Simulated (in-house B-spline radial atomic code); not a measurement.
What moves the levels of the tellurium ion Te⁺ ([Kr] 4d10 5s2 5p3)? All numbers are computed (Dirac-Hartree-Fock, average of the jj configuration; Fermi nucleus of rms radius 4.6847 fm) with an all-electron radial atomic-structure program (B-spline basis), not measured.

Baseline run (computed): total energy -6793.4047 hartree, 1s1/2 at -1176.255 hartree, 5p3/2 at -17.351 eV with <r> = 2.533 bohr.

Changing the nucleus:

```csv
nucleus,ΔE (eV)
"Fermi nucleus of rms radius 4.6956 fm, A = 118",0.0239
"Fermi nucleus of rms radius 4.7038 fm, A = 120",0.0419
"Fermi nucleus of rms radius 4.7095 fm, A = 122",0.0544
"Fermi nucleus of rms radius 4.7117 fm, A = 123",0.0592
"Fermi nucleus of rms radius 4.7183 fm, A = 124",0.0737
"Fermi nucleus of rms radius 4.7204 fm, A = 125",0.0783
"Fermi nucleus of rms radius 4.7266 fm, A = 126",0.092
"Fermi nucleus of rms radius 4.7346 fm, A = 128",0.11
"Fermi nucleus of rms radius 4.7423 fm, A = 130",0.127
"Fermi nucleus of rms radius 4.75 fm, A = 132",0.144
"Fermi nucleus of rms radius 4.7569 fm, A = 134",0.159
"Fermi nucleus of rms radius 4.7815 fm, A = 136",0.214
```

A larger nucleus binds the electrons less, roughly as the density at the nucleus times the change of the nuclear <r²>. The reference is A = 116.
